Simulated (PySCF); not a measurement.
Dipole response of Cl (chlorine, neutral)

[Ne] 3s2 3p5, 2P determinant. Computed with PySCF 2.14 in aug-cc-pwCVDZ (6s5p3d, 36 functions), with the non-relativistic Hamiltonian (point nucleus). Coupled (time-dependent) response in atomic units; α is the mean over directions. A double-zeta set is small for polarisabilities.

```tsv
method	mean α (bohr³)	α xx, yy, zz	C₆ (like pair)	S(−4)
UHF	12.94	11.85, 13.48, 13.48	81.78	36.94
PBE	13.87	12.44, 14.59, 14.59	88.77	47.73
PBE0	13.50	12.22, 14.14, 14.14	86.00	42.94
PW91	13.90	12.45, 14.63, 14.63	88.88	48.32
M06-L	13.46	12.31, 14.04, 14.04	87.09	41.72
```

S(−4) is the Cauchy moment in α(ω) = α(0) + S(−4) ω² + …

Reference α: 14.6 ± 0.1 bohr³ (recommended; Schwerdtfeger and Nagle, table of static dipole polarizabilities (2023 update)). Published C₆: 94.60 (Chu and Dalgarno (2004); Tang, Norbeck and Certain (1976)).

α(iu) at M06-L:

```csv
u (hartree),α(iu) (bohr³)
0,13.46
0.0500,13.36
0.100,13.07
0.200,12.05
0.300,10.77
0.500,8.220
0.750,5.765
1.00,4.118
1.50,2.308
2.00,1.451
3.00,0.7268
5.00,0.3036
```

A single London oscillator, α(iu) = α/(1 + u²/ω²), gives C₆ = (3/4) ω α². Matching the computed C₆ needs ω = 4 × 87.09 / (3 × 13.46²) = 0.641 hartree.

The components differ because the open shell of this determinant is not spherical; for a pure term their mean is the scalar polarisability.
